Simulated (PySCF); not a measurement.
A structure optimised at PBE0-D3(BJ)/def2-TZVP, used in a PySCF frequency run:

```
Y
O 1 1.8089
F 1 2.0275 2 114.64
```
Charge 0, spin multiplicity 1.

Task: Write its SMILES, formula and point group.

Result: [O]=[Y][F], FOY, Cs

Task: What are its rotational constants (standard atomic weights)?

Result: 19.437, 5.4215, 4.2391 GHz
